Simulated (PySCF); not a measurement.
# Ionisation energy of Se by level of theory

Se [Ar] 3d10 4s2 4p4 (3P) → Se⁺ [Ar] 3d10 4s2 4p3 (4S), as a difference of total energies. Calculation: PySCF 2.14, in x2c-TZVPPall (6s5p4d1f, 48 functions); scalar relativity by spin-free X2C-1e. Correlated levels: valence: [Ar] 3d10 frozen. The calculations carry no spin-orbit coupling.

```json
{"method": "UHF", "ionisation energy (eV)": "8.543", "error (eV)": "-1.092"}
{"method": "MP2 (valence)", "ionisation energy (eV)": "9.217", "error (eV)": "-0.418"}
{"method": "SCS-MP2 (valence)", "ionisation energy (eV)": "9.282", "error (eV)": "-0.353"}
{"method": "CCSD (valence)", "ionisation energy (eV)": "9.329", "error (eV)": "-0.306"}
{"method": "CCSD(T) (valence)", "ionisation energy (eV)": "9.358", "error (eV)": "-0.277"}
{"method": "CCSDT (valence)", "ionisation energy (eV)": "9.360", "error (eV)": "-0.275"}
```

Reference: 9.635 eV (measured; NIST levels, between the centres of gravity of the two terms).

Errors of the correlated levels include the incompleteness of this basis and the frozen core.
